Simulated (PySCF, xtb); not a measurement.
3-methylidenepent-1-en-4-yne (C₆H₆), SMILES C#CC(=C)C=C.

GFN2-xTB run with xtb at its own geometry gives an orbital gap of 3.44 eV and a dipole moment of 0.18 D.

The structure is a stationary point at B3LYP-D3(BJ)/def2-SVP. Other conformers were not sampled.

Question: What does PySCF with HF/def2-TZVP give? (The exact figures need the calculation; the answer reports its results.)

Answer: gap 11.07 eV (levels -8.78 and 2.29 eV), dipole 0.37 D.
